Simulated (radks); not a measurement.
Results of a calculation; reference values are marked as such.
The mean radii <r> (bohr) of the occupied orbitals of an atom or ion are listed with their occupations. Code: a radial shooting solver on a logarithmic mesh with Libxc functionals. Model: scalar-relativistic Kohn-Sham, PBE, spin-unpolarised, spherical densities, point nucleus.

orbital  occ.      <r>
1s          2  0.04408
2s          2   0.1959
2p          6   0.1711
3s          2   0.5693
3p          6   0.5825
3d          9   0.6081
4s          1    1.700
4p          6    2.105

Name the element and its charge.

Answer. Z = 34, selenium, charge 0: Se in [Ar] 3d9 4s1 4p6. The 1s radius gives Z: for a bare nucleus <r> = (2 gamma + 1)/(2Z) with gamma = sqrt(1 - (Z/c)^2), 0.0432 bohr for Z = 34, and screening makes it slightly larger (0.04408 here). The occupations add up to 34, and the charge is Z minus that.
